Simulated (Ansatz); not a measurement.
Process, species as SMILES: [Cl][Ge] (Cl-Ge) → Cl atom + Ge atom
B3LYP-D3(BJ)/def2-TZVP geometries, fixed; electronic energies without zero-point terms.

How fast the atomisation energy converges with the basis for several methods (Ansatz, an electronic-structure program): deviation from each method's own reference, in kcal/mol. References: CCSD(T) 94.95 kcal/mol, Hartree-Fock in aug-cc-pV(Q+d)Z plus the correlation part extrapolated as X^-3 from aug-cc-pV(T+d)Z and aug-cc-pV(Q+d)Z; HF 63.49 kcal/mol, the value in pcseg-4; MP2 98.10 kcal/mol, Hartree-Fock in aug-cc-pV(Q+d)Z plus the correlation part extrapolated as X^-3 from aug-cc-pV(T+d)Z and aug-cc-pV(Q+d)Z; PBE 99.24 kcal/mol, the value in aug-cc-pV(5+d)Z; PBE0 95.26 kcal/mol, the value in aug-cc-pV(5+d)Z; wB97M-V 95.49 kcal/mol, the value in aug-cc-pV(5+d)Z. Cartesian d functions, on some or all atoms, in 6-31G, 6-31G**; all else is spherical. In correlated methods cores are frozen (with 3d on Ga to Br). Open shells are unrestricted. No added dispersion term, no relativity. Functionals ending in -V hold VV10 correlation. 

```tsv
basis	functions	CCSD(T)	HF	MP2	PBE	PBE0	wB97M-V
6-31G	42	-26.77	-14.99	-31.56	___	-12.48	-13.42
cc-pV(D+d)Z	50	-14.13	-3.52	-14.19	___	-2.56	-2.29
6-31G**	54	-13.88	-3.90	-15.08	___	-3.44	-3.55
aug-pcseg-1	63	-11.96	-3.18	-11.62	___	-2.82	-3.06
def2-SVPD	65	-10.85	-1.29	-10.72	___	-0.84	-0.76
aug-cc-pV(D+d)Z	68	-10.46	-1.80	-9.76	___	-1.52	-1.61
pcseg-2	77	-6.59	-1.29	-6.58	___	-1.21	-1.20
cc-pV(T+d)Z	82	-6.04	-0.60	-5.51	___	-0.39	-0.26
def2-TZVPPD	105	-4.67	0.12	-4.15	___	0.40	0.64
def2-QZVP	145	-2.52	-0.21	-2.25	___	-0.08	0.03
aug-pcseg-3	182	-2.17	-0.05	-1.89	___	-0.11	-0.08
aug-cc-pV(Q+d)Z	182	-1.86	-0.14	-1.62	___	0.03	0.08
```

**Question.** Fill in the missing entries.

**Answer.** 
- 6-31G, PBE: -10.70
- cc-pV(D+d)Z, PBE: -1.94
- 6-31G**, PBE: -3.05
- aug-pcseg-1, PBE: -2.65
- def2-SVPD, PBE: -0.67
- aug-cc-pV(D+d)Z, PBE: -1.44
- pcseg-2, PBE: -1.17
- cc-pV(T+d)Z, PBE: -0.30
- def2-TZVPPD, PBE: 0.61
- def2-QZVP, PBE: -0.06
- aug-pcseg-3, PBE: -0.15
- aug-cc-pV(Q+d)Z, PBE: 0.05

Mean absolute deviation over pcseg-2, cc-pV(T+d)Z, def2-TZVPPD: HF 0.67, PBE0 0.67, PBE 0.70, wB97M-V 0.70, MP2 5.41, CCSD(T) 5.77 kcal/mol.
